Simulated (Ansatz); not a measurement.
Frontier orbitals of C3H8Si (`CC[Si]C`).

Cartesian coordinates in Å:
```
C -0.231 1.143 0.802
C 0.993 0.738 -0.008
Si 0.922 -0.593 -1.365
C -0.577 -1.596 -0.776
H -0.690 0.287 1.300
H 0.016 1.877 1.574
H -0.997 1.593 0.164
H 1.756 0.286 0.657
H 1.503 1.616 -0.419
H -0.468 -1.896 0.273
H -1.478 -0.969 -0.822
H -0.749 -2.488 -1.380
```

Total charge 0; spin multiplicity 1. The geometry is a stationary point of PBE0-D4/def2-TZVP. It is one conformer, not always the lowest. Basis def2-TZVPP, the Gaussian-basis code of Ansatz.

Orbital energies of one run (eV). Highest occupied ones, from the top: -5.44, -7.67, -9.41, -10.14, -10.53, -10.81, -11.21, -12.03, -12.39, -17.00, -18.99, -20.83, -98.84, -98.92. Empty: -2.38, 0.50, 0.86, 1.90, 2.06, 2.47.

**Question.** Which functional gave them?
A. r2SCAN
B. HSE06 (plane-wave form)
C. LC-ωPBE
D. ωB97X-V

**Answer.** B. HOMO energies: HSE06 -5.44, ωB97X-V -8.08, LC-ωPBE -8.38, r2SCAN -4.99 eV.

LC-ωPBE has ω = 0.4 bohr⁻¹.
